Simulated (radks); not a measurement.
Problem. Valence configurations of Cl I (all share [Ne]). Calculated with a radial shooting solver on a logarithmic mesh with Libxc functionals: scalar-relativistic Kohn-Sham, PBEsol, spin-unpolarised, spherical densities, finite nucleus; Fermi nuclear charge, rms radius 3.3654 fm. Order these by energy: 3s1.5 3p5.5; 3s2 3p5; 3s1 3p6.

Solution. From the lowest, in eV above it: 3s2 3p5 0.000; 3s1.5 3p5.5 6.043; 3s1 3p6 12.114. NIST lists [Ne] 3s2 3p5 as the ground configuration; this level of theory agrees among the configurations tried. The energies are those of spherical spin-averaged densities, not of single terms.
